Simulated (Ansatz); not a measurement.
Reactions of C2H6O2Te, SMILES `CC(O)(O)[TeH]`.

Computed with Ansatz on PBE0-D4/def2-TZVP structures; ΔE is electronic, products minus reactants. CBS: MP2 limit from def2 TZ/QZ plus the TZ coupled-cluster correction, frozen cores. This one scheme is used for every species. Functionals use def2-TZVPP. Elements past krypton have def2 core potentials. For As, Te outer-core shells are correlated without core-valence functions, which leaves a few kJ/mol of doubt a bond. Scalar relativity is left out up to krypton. Each species was taken in one conformer, which may not be the lowest.

```tsv
reaction	CCSD(T)/CBS(def2) (kJ/mol)
`CC(O)(O)[TeH]` + `FC[SiH3]` → `FC([SiH3])[TeH]` + `CC(O)O`	?
`CC(O)(O)[TeH]` + `C[SiH2]N` → `C[SiH](N)[TeH]` + `CC(O)O`	-117
`CC(O)(O)[TeH]` + `N[AsH2]` → `N[AsH][TeH]` + `CC(O)O`	-112
`CC(O)(O)[TeH]` + `[NH2][Al]([F])[F]` → `[NH2][Al]([F])[TeH]` + `CC(O)(O)F`	41
`CC(O)(O)[TeH]` + `C[CH2][AlH2]` → `C[CH2][AlH][TeH]` + `CC(O)O`	?
`CC(O)(O)[TeH]` + H₂ → H₂Te + `CC(O)O`	-63
```

Task: Fill in the missing values. (Estimate.)

Result: The calculation gave: `CC(O)(O)[TeH]` + `FC[SiH3]` → `FC([SiH3])[TeH]` + `CC(O)O`: -17.3 kJ/mol; `CC(O)(O)[TeH]` + `C[CH2][AlH2]` → `C[CH2][AlH][TeH]` + `CC(O)O`: -182.8 kJ/mol.

Largest T1 diagnostic: 0.012, for `FC([SiH3])[TeH]`.
